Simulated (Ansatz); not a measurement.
A nudged elastic band was laid between two geometries of ClH + GeH4 (7 atoms, charge 0, multiplicity 1).

Method: RKS PBE0/def2-TZVP in Ansatz.

```
movable images  : 7
climbing image  : yes
spring          : 5.0 eV/Å²
optimiser       : quadratic models (default)
start path      : through a guess of the saddle point
force threshold : 0.03 eV/Å
iteration limit : 60
end points      : relaxed
```

Initial state:

```xyz
7
Properties=species:S:1:pos:R:3
Ge 0.375 0.000 -0.244
H -0.084 0.000 1.227
H 1.907 0.000 -0.272
H -0.169 1.257 -0.932
H -0.169 -1.257 -0.932
Cl -3.234 0.000 2.287
H -1.995 0.000 1.954
```

Final state:

```xyz
7
Properties=species:S:1:pos:R:3
Ge -0.353 0.000 -0.775
H -0.167 0.000 3.539
H 0.736 0.000 0.303
H -0.305 1.268 -1.632
H -0.305 -1.268 -1.632
Cl -2.253 0.000 0.246
H -0.724 0.000 3.040
```

(1) Which bonds break or form, and what moves?

(2) What energy profile does the band end with?

(3) What is the geometry of the highest image?

(4) What are the harmonic wavenumbers there?

Answers

(1) Bonds broken: Ge1–H2, Cl6–H7. Bonds formed: Ge1–Cl6, H2–H7. ClH + GeH4 becomes ClGeH3 + H2.

(2) The run converged. The highest image is number 4 of 0 to 8, 164.4 kJ/mol above the first end and 211.8 kJ/mol above the last; the last end lies 47.3 kJ/mol below the first. A vibrational analysis at the climbing image gives one clearly imaginary mode, 958i cm⁻¹: a first-order saddle point. The orbitals stay closed-shell, which can raise the energy where a bond breaks towards radicals; this wasn't checked here.

```json
{"image": "0", "path coordinate (Å)": "0.00", "energy (kJ/mol)": "0.0", "Ge1–H2 (Å)": "1.54", "Cl6–H7 (Å)": "1.28", "Ge1–Cl6 (Å)": "4.41"}
{"image": "1", "path coordinate (Å)": "0.64", "energy (kJ/mol)": "0.4", "Ge1–H2 (Å)": "1.54", "Cl6–H7 (Å)": "1.28", "Ge1–Cl6 (Å)": "4.05"}
{"image": "2", "path coordinate (Å)": "1.28", "energy (kJ/mol)": "6.6", "Ge1–H2 (Å)": "1.55", "Cl6–H7 (Å)": "1.29", "Ge1–Cl6 (Å)": "3.51"}
{"image": "3", "path coordinate (Å)": "1.93", "energy (kJ/mol)": "57.4", "Ge1–H2 (Å)": "1.60", "Cl6–H7 (Å)": "1.35", "Ge1–Cl6 (Å)": "2.97"}
{"image": "4", "path coordinate (Å)": "2.57", "energy (kJ/mol)": "164.4", "Ge1–H2 (Å)": "1.83", "Cl6–H7 (Å)": "1.77", "Ge1–Cl6 (Å)": "2.62"}
{"image": "5", "path coordinate (Å)": "3.34", "energy (kJ/mol)": "63.9", "Ge1–H2 (Å)": "2.33", "Cl6–H7 (Å)": "2.10", "Ge1–Cl6 (Å)": "2.27"}
{"image": "6", "path coordinate (Å)": "4.11", "energy (kJ/mol)": "-21.1", "Ge1–H2 (Å)": "2.89", "Cl6–H7 (Å)": "2.40", "Ge1–Cl6 (Å)": "2.17"}
{"image": "7", "path coordinate (Å)": "4.87", "energy (kJ/mol)": "-44.9", "Ge1–H2 (Å)": "3.58", "Cl6–H7 (Å)": "2.83", "Ge1–Cl6 (Å)": "2.16"}
{"image": "8", "path coordinate (Å)": "5.64", "energy (kJ/mol)": "-47.3", "Ge1–H2 (Å)": "4.32", "Cl6–H7 (Å)": "3.18", "Ge1–Cl6 (Å)": "2.16"}
```

(3) 
```xyz
7
Properties=species:S:1:pos:R:3:forces:R:3
Ge -0.163 0.000 -0.082 0.00 0.00 0.00
H -0.011 0.000 1.743 0.00 0.00 0.00
H 1.382 0.000 0.078 0.00 0.00 0.00
H -0.578 1.331 -0.694 0.00 0.00 0.00
H -0.578 -1.331 -0.694 0.00 0.00 0.00
Cl -2.530 0.000 1.036 0.00 0.00 0.00
H -0.894 0.000 1.701 0.00 0.00 0.00
```

(4) 958i, 94, 288, 581, 590, 784, 825, 914, 950, 1014, 1391, 2083, 2203, 2240, 2495 cm⁻¹.

The run took 80 s on 4 threads of Arm Neoverse V2 (shared host), peak memory 0.24 GiB.
